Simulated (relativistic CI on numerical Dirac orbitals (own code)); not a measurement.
# d3 in a ligand field

Computed with a parametric ligand-field model of a d^n configuration (Racah B and C, spin-orbit zeta, crystal field), exact diagonalisation.

Field parameters in Wybourne normalisation: Oh B⁴₀ = 21Dq, B⁴₄ = √(5/14) B⁴₀. The field is a parameter set, without covalency.

Q: Ground term and bands for B = 680, C = 2470, ζ = 0 cm⁻¹, Oh, 10Dq = 14280 cm⁻¹?

A: Ground term 4A2 with 0.00 electrons in the two orbitals of the cubic e set. Spin-allowed: 4T2 14280 cm⁻¹ (700 nm), 4T1 20750 cm⁻¹ (482 nm), 4T1 32290 cm⁻¹ (310 nm). Lowest spin-forbidden: 2E 12306 cm⁻¹ (813 nm), 2T1 12960 cm⁻¹ (772 nm), 2T2 18459 cm⁻¹ (542 nm). With an A2 ground term the first spin-allowed band lies at |10Dq| itself.

Q: Ground term and bands for B = 680, C = 2470, ζ = 0 cm⁻¹, Oh, 10Dq = 30600 cm⁻¹?

A: Ground term 4A2 with 0.00 electrons in the two orbitals of the cubic e set. Spin-allowed: 4T2 30600 cm⁻¹ (327 nm), 4T1 38098 cm⁻¹ (262 nm), 4T1 63902 cm⁻¹ (156 nm). Lowest spin-forbidden: 2E 12706 cm⁻¹ (787 nm), 2T1 13221 cm⁻¹ (756 nm), 2T2 20273 cm⁻¹ (493 nm). With an A2 ground term the first spin-allowed band lies at |10Dq| itself.

Q: Ground term and bands for B = 680, C = 2470, ζ = 0 cm⁻¹, Oh, 10Dq = 26520 cm⁻¹?

A: Ground term 4A2 with 0.00 electrons in the two orbitals of the cubic e set. Spin-allowed: 4T2 26520 cm⁻¹ (377 nm), 4T1 33894 cm⁻¹ (295 nm), 4T1 55866 cm⁻¹ (179 nm). Lowest spin-forbidden: 2E 12634 cm⁻¹ (792 nm), 2T1 13182 cm⁻¹ (759 nm), 2T2 19980 cm⁻¹ (501 nm). With an A2 ground term the first spin-allowed band lies at |10Dq| itself.

Q: Ground term and bands for B = 680, C = 2470, ζ = 0 cm⁻¹, Oh, 10Dq = 19720 cm⁻¹?

A: Ground term 4A2 with 0.00 electrons in the two orbitals of the cubic e set. Spin-allowed: 4T2 19720 cm⁻¹ (507 nm), 4T1 26750 cm⁻¹ (374 nm), 4T1 42610 cm⁻¹ (235 nm). Lowest spin-forbidden: 2E 12478 cm⁻¹ (801 nm), 2T1 13086 cm⁻¹ (764 nm), 2T2 19297 cm⁻¹ (518 nm). With an A2 ground term the first spin-allowed band lies at |10Dq| itself.

Q: Ground term and bands for B = 680, C = 2470, ζ = 0 cm⁻¹, Oh, 10Dq = 2040 cm⁻¹?

A: Ground term 4A2 with 0.00 electrons in the two orbitals of the cubic e set. Spin-allowed: 4T2 2040 cm⁻¹, 4T1 3598 cm⁻¹ (2779 nm), 4T1 12722 cm⁻¹ (786 nm). Lowest spin-forbidden: 2E 11301 cm⁻¹ (885 nm), 2T1 11627 cm⁻¹ (860 nm), 2A1 12170 cm⁻¹ (822 nm). With an A2 ground term the first spin-allowed band lies at |10Dq| itself.
